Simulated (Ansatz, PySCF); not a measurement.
**One recipe, two programs**

Each step was found twice, by two independent programs: Ansatz 0.2.0 (Cholesky-factored integrals) and PySCF 2.14 (density fitting with its default auxiliary sets, JK sets also for MP2 and CCSD(T)), each with its own PBE0-D4/def2-TZVP structures. Gas-phase electronic energies, without zero-point energy, by CCSD(T) at an estimated basis limit (MP2 extrapolated from triple and quadruple zeta, plus CCSD(T) − MP2 in triple zeta); def2-TZVPP and QZVPP, frozen cores, core potentials past krypton, on PBE0-D4/def2-TZVP structures. Extrapolation: Hartree–Fock as exp(−7.88 √X), correlation as X^−2.97. Barriers and step energies count from each program's own start structure, in kJ/mol.

| step | barrier, Ansatz | barrier, PySCF | step energy, Ansatz | step energy, PySCF |
| --- | --- | --- | --- | --- |
| SiH₃Cl ([SiH3][Cl]) + H₂O → SiH₃ClO ([OH][SiH2][Cl]) + H₂ | 173.4 | 172.6 | -69.0 | -68.8 |
| SnH₄O ([OH][SnH3]) + HBr → SnH₃Br ([Br][SnH3]) + H₂O | 8.3 | 7.9 | -86.4 | -86.4 |
| AlH₂ClO ([OH][AlH][Cl]) → AlHO ([OH][Al]) + HCl | 306.5 | 305.2 | 221.2 | 220.2 |
| CH₅BO ([CH3][BH][OH]) → CH₃B ([BH][CH2]) + H₂O (still joined by a long B–O bond) | 343.1 | 341.4 | 272.7 | 271.4 |
| SiH₄S ([SiH3][SH]) + H₂ → SiH₄ + H₂S | 248.2 | 247.3 | 31.0 | 32.1 |

Task: Where do the two programs differ most in the barrier, and how do such differences compare with 1 kcal/mol (0.043 eV)?

Result: For CH₅BO ([CH3][BH][OH]) → CH₃B ([BH][CH2]) + H₂O (still joined by a long B–O bond), by 1.7 kJ/mol. All differences lie under 1 kcal/mol.

T1 diagnostic: at most 0.015. The restricted Hartree–Fock reference is unstable towards an unrestricted one at one or more of these structures. The filled d shells of Br, Sn are correlated in sets not built for that, so values that involve them are less sure.

Labels in which every atom is bracketed show which atoms are joined, not bond orders.
